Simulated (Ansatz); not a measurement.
Total energies of Sn₂₉BH₄₈, a doped nanocrystal cut from the lattice of tin (B on an inner site) from Ansatz at PBE0-D4/def2-SVP, gas phase (1 Eh = 27.2114 eV = 2625.5 kJ/mol). The reference geometry is relaxed at r2SCAN-D4/def2-SVP.

```tsv
state	geometry	energy (Eh)
charge 0 doublet	reference	-6268.93748
charge 1 singlet	reference	-6268.68180
charge -1 singlet	reference	-6269.08449
free Sn atom (triplet)	–	-214.25429
free B atom (doublet)	–	-24.58932
free H atom (doublet)	–	-0.50029
```

In the def2 sets Sn takes a core potential; there is no spin–orbit coupling. Single mean-field runs in def2-SVP are fitted with def2-universal-jkfit.

Other spin states of the ions weren't run at this level and may lie lower.

Problem. Work out the vertical ionisation energy to the singlet.

Solution. E(charge 1 singlet) − E(charge 0 doublet) = -6268.68180 − (-6268.93748) = 0.25568 Eh = 6.96 eV. For comparison, −ε of the highest occupied level of the spin that leaves is 6.17 eV at this level, 0.79 eV less.

Problem. Work out the vertical electron affinity, to the singlet.

Solution. E(charge 0 doublet) − E(charge -1 singlet) = -6268.93748 − (-6269.08449) = 0.14701 Eh = 4.00 eV. The basis lacks diffuse functions, which makes affinities too small.

Problem. Give the fundamental gap IE − EA, the Mulliken electronegativity (IE + EA)/2 and the hardness (IE − EA)/2.

Solution. From the values in Eh: IE − EA = 0.25568 − 0.14701 = 0.10867 Eh = 2.96 eV; (IE + EA)/2 = 5.48 eV; (IE − EA)/2 = 1.48 eV.

Problem. What is the binding energy per atom against free atoms?

Solution. Atoms: 29 × (-214.25429) + 1 × (-24.58932) + 48 × (-0.50029) = -6261.97765 Eh. Binding: -6261.97765 − (-6268.93748) = 6.95983 Eh = 189.39 eV, or 2.43 eV for each of 78 atoms (no zero-point energy, no counterpoise term).
